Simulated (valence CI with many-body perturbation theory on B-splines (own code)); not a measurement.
**Br XV: E2, M1 decay**

Method: configuration interaction combined with many-body perturbation theory (CI+MBPT): three valence electrons over a frozen Dirac-Fock core [Ar], radial functions for each j: 9 s, 9 p, 10 d, 8 f, 5 g, 3 h, 1 i, with the one-electron correlation potential Σ1, the two-electron term Σ2, the three-electron term Σ3, Breit, model QED; selected CI, second order for the rest (own B-spline code, finite nucleus).

No measured levels were compared; by estimate terms of the open shell hold to 2 to 4 % of their energy, and close levels can change places. Core correlation moves these levels by up to 4600 cm⁻¹, and in measured spectra 5 to 20 % of such shifts remained as error; rates that hang on mixing are uncertain with them. Only levels of the ground parity were solved; by the run's estimate the other parity begins above the list, which can be wrong where configurations are misplaced.

Lines 51 to 76 of 76 in falling wavelength, among levels below 161460 cm⁻¹, chosen from the decays that carry over 1 % of a level's rate. Wavelengths and rates use the calculated energies, so an error of 2000 cm⁻¹ moves a line at 143.7 nm by 2.9 % and its rate by three times that or more. Electric multipoles are in the length gauge, E1 and E2 with the static RPA response of the core. Weak lines are less certain than strong ones. Lines between different terms over intervals too small for the method are left out, as are lines whose strength nearly cancels. The highest levels of a list are the least certain. Branching is blank where the lifetime is uncertain.

Names give the largest LS component (configuration and term), which can be under half, so a name can repeat, a term be missing and a line seem to break the LS rules; names also repeat where a configuration has a term twice. Letters in brackets count levels of one name in rising energy.

| λ vac (nm) | Upper | Lower | Type | A (s⁻¹) | Branch % |
| --- | --- | --- | --- | --- | --- |
| 143.7 | 3d³ ²D_5/2 [a] | 3d³ ⁴F_3/2 | M1 | 3.83e+00 | 2.5 |
| 143.1 | 3d³ ²P_3/2 | 3d³ ⁴F_5/2 | M1 | 5.73e+01 | 32.7 |
| 133.8 | 3d³ ²P_3/2 | 3d³ ⁴F_3/2 | M1 | 2.47e+01 | 14.1 |
| 127.0 | 3d³ ²D_5/2 [b] | 3d³ ²P_3/2 | M1 | 1.74e+01 | 3.6 |
| 124.2 | 3d³ ²D_3/2 [b] | 3d³ ²P_3/2 | M1 | 3.74e+00 |  |
| 119.7 | 3d³ ²F_7/2 | 3d³ ⁴F_9/2 | M1 | 3.47e+01 | 40.1 |
| 119.2 | 3d³ ²D_5/2 [b] | 3d³ ²D_5/2 [a] | M1 | 5.40e+00 | 1.1 |
| 116.7 | 3d³ ²D_3/2 [b] | 3d³ ²D_5/2 [a] | M1 | 9.82e+01 |  |
| 115.6 | 3d³ ²D_5/2 [b] | 3d³ ²H_9/2 | E2 | 4.85e+00 | 1.0 |
| 109.6 | 3d³ ²F_5/2 | 3d³ ⁴F_7/2 | M1 | 1.95e+00 | 3.2 |
| 105.4 | 3d³ ²F_7/2 | 3d³ ⁴F_5/2 | M1 | 1.22e+01 | 14.1 |
| 104.8 | 3d³ ²D_5/2 [b] | 3d³ ²D_3/2 [a] | M1 | 9.32e+01 | 19.2 |
| 103.3 | 3d³ ²F_5/2 | 3d³ ⁴F_5/2 | M1 | 2.52e+00 | 4.1 |
| 102.9 | 3d³ ²D_3/2 [b] | 3d³ ²D_3/2 [a] | M1 | 1.20e+01 |  |
| 102.9 | 3d³ ²D_3/2 [b] | 3d³ ²D_3/2 [a] | E2 | 4.33e+00 |  |
| 98.35 | 3d³ ²F_5/2 | 3d³ ⁴F_3/2 | M1 | 2.70e+01 | 43.9 |
| 96.55 | 3d³ ²D_5/2 [b] | 3d³ ²G_9/2 | E2 | 1.57e+01 | 3.2 |
| 95.78 | 3d³ ²D_5/2 [b] | 3d³ ⁴P_5/2 | M1 | 1.62e+02 | 33.3 |
| 94.18 | 3d³ ²D_3/2 [b] | 3d³ ⁴P_5/2 | M1 | 8.87e+00 |  |
| 92.31 | 3d³ ²D_3/2 [b] | 3d³ ²G_7/2 | E2 | 3.13e+01 |  |
| 88.58 | 3d³ ²D_5/2 [b] | 3d³ ⁴P_3/2 | M1 | 8.95e+00 | 1.8 |
| 87.86 | 3d³ ²D_3/2 [b] | 3d³ ⁴P_1/2 | M1 | 1.51e+01 |  |
| 87.20 | 3d³ ²D_3/2 [b] | 3d³ ⁴P_3/2 | M1 | 4.95e+01 |  |
| 69.93 | 3d³ ²D_5/2 [b] | 3d³ ⁴F_7/2 | M1 | 3.38e+01 | 7.0 |
| 66.50 | 3d³ ²D_3/2 [b] | 3d³ ⁴F_5/2 | M1 | 3.46e+01 |  |
| 64.42 | 3d³ ²D_3/2 [b] | 3d³ ⁴F_3/2 | M1 | 1.18e+01 |  |
